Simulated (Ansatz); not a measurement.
Cartesian coordinates (Å):
SMILES: C1=C[N]C=C1
```xyz
9

C     -0.8093    -0.5550    -0.2884
C     -0.9012     0.8315     0.1331
N      0.2892     1.3384     0.4604
C      1.1544     0.3402     0.2699
C      0.5017    -0.8683    -0.2012
H     -1.6283    -1.1819    -0.6007
H     -1.8001     1.4299     0.1935
H      2.2110     0.4712     0.4604
H      0.9826    -1.8059    -0.4270
```
Charge 0, spin multiplicity 2.

Level of theory: frozen-core CCSD(T)/cc-pVTZ // CAM-B3LYP-D3(BJ)/def2-TZVP in Ansatz (an electronic-structure program).

The HF energy comes out as -208.26826 Ha and the MP2 correlation energy is -0.79022 Ha.

Task: Estimate the CCSD correlation energy, the (T) correction, the total energy and the T1 diagnostic.

Result: 
```json
{
 "CCSD correlation energy": "-0.82110 Ha",
 "(T) correction": "-0.04191 Ha",
 "CCSD(T) total energy": "-209.13127 Ha",
 "T1 diagnostic": "0.022"
}
```
